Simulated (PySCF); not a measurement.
A geometry optimisation on [CrSI4]- (`[S]=[Cr-]([I])([I])([I])[I]`) [radical].

Method: PBE0-D3(BJ)/def2-SVP geometry optimisation, gas phase, def2 core potentials past Kr (PySCF 2.14.0). Start geometry: GFN2-xTB. The command runs a driver script over a list of jobs; the input below is this job's line of settings and its coordinates in Å.

Command:
```bash
OMP_NUM_THREADS=1 python probes_run.py task.json out
```

Input:
```
{"job": {"xc": "PBE0", "basis": "def2-SVP", "d3": "d3bj", "grid": 1, "maxiter": 40, "shake": 0.03, "kind": "geom"}, "charge": -1, "multiplicity": 2}
Cr     0.061730    -0.077380     0.076200
S     -0.015380    -0.020570     2.117600
I      2.516200     0.006960    -0.582100
I      0.086100     2.591220    -0.541530
I     -2.585810    -0.029980    -0.583860
I      0.000290    -2.566270    -0.555590
```

**Question.** Give the output.

**Answer.** 
```
step   0  E = -2633.17430201  max force = 0.018424
step   1  E = -2633.17899549  max force = 0.007142
step   2  E = -2633.17985076  max force = 0.006814
step   3  E = -2633.18053179  max force = 0.005649
step   4  E = -2633.18076621  max force = 0.004803
step   5  E = -2633.18180074  max force = 0.003549
step   6  E = -2633.18224004  max force = 0.004190
step   7  E = -2633.18254689  max force = 0.004713
step   8  E = -2633.18287687  max force = 0.005253
step   9  E = -2633.18338751  max force = 0.006125
... (7 lines left out)
step  17  E = -2633.18606516  max force = 0.005715
step  18  E = -2633.18702741  max force = 0.007240
step  19  E = -2633.18837952  max force = 0.007349
step  20  E = -2633.18907987  max force = 0.003073
step  21  E = -2633.18944422  max force = 0.006329
step  22  E = -2633.18970012  max force = 0.002207
step  23  E = -2633.18980941  max force = 0.000924
step  24  E = -2633.18989783  max force = 0.000721
step  25  E = -2633.18992028  max force = 0.000437
step  26  E = -2633.18992001  max force = 0.000426
optimisation converged
```

Energies in Eh; «max force» is the largest Cartesian gradient component in Eh/bohr.

**Question.** At which steps does the energy rise by more than 1e-5 Eh?

**Answer.** At step 11 (+0.06 mEh).

**Question.** Give the first gradient maximum in eV/Å.

**Answer.** With 1 Eh/bohr = 51.422 eV/Å, 0.947 eV/Å.

Main results: final energy -2633.18992 Eh after 26 steps.

**Question.** Give the final coordinates.

**Answer.** 0.653 Å rms from the input after alignment:
```
atom  x, y, z in Å
Cr1    0.0107   -0.0601   -0.0972
S2    -0.0087    0.0174    1.9951
I3     2.3223    0.0022   -1.2612
I4     0.0196    2.6670    0.3943
I5    -2.2909    0.0112   -1.2781
I6     0.0101   -2.7337    0.1778
```

**Question.** How long does this job take on one thread, Arm Neoverse V2 (aarch64), shared host with 192 logical CPUs at a one-minute load of 59? And the peak memory of the process?

**Answer.** About 23 min, with 0.94 GiB resident at the peak, the Python interpreter and its libraries included.
Labels such as C1 count atoms from 1, the log's own numbers from 0.
